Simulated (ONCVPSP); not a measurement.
## Configuration tests for titanium (Ti) (ONCV)

- Element: Ti (Z = 22)
- Generator: ONCVPSP 4.0.1
- Type: optimised norm-conserving Vanderbilt (ONCV)
- Functional: PBE
- Relativity: scalar-relativistic
- Frozen core: [Ne]
- Valence charge: 12
- Reference configuration: 3s2 3p6 3d2 4s1.5 (charge +0.5)
- Partial waves: 3s+4s: rc 1.40 bohr, ncon 4, nbas 7, qcut 9.9 1/bohr, 2 projectors; 3p: rc 1.35 bohr, ncon 4, nbas 8, qcut 8.1 1/bohr, 2 projectors, debl 0.7 Ha; 3d: rc 2.60 bohr, ncon 4, nbas 8, qcut 5 1/bohr, 1 projector
- Local potential: polynomial inside 0.95 bohr (lpopt 5, dvloc0 0 Ha)
- Core correction: Teter function, fcfact 2.5, rcfact 1

In the p channel the program set the typed energies aside and used -1.555, 0.250 Ha.

Energies are relative to the spin-unpolarised reference configuration 3s2 3p6 3d2 4s1.5; without spin polarisation the order of configurations can differ from experiment.

| valence configuration | charge | ΔE all-electron (eV) | error AE − PS (meV) |
| --- | --- | --- | --- |
| 3s2 3p6 3d2 4s2 | 0 | -2.937 | +0.1 |
| 3s2 3p6 3d2 4s1 | +1 | 4.410 | -1.4 |
| 3s2 3p6 3d3 4s1 | 0 | -1.832 | +106 |

Question: What are ΔE and the potential's error for 3s2 3p6 3d2 4s0?

Answer: ΔE = 17.982 eV all-electron; the error (AE − PS) is -30 meV.
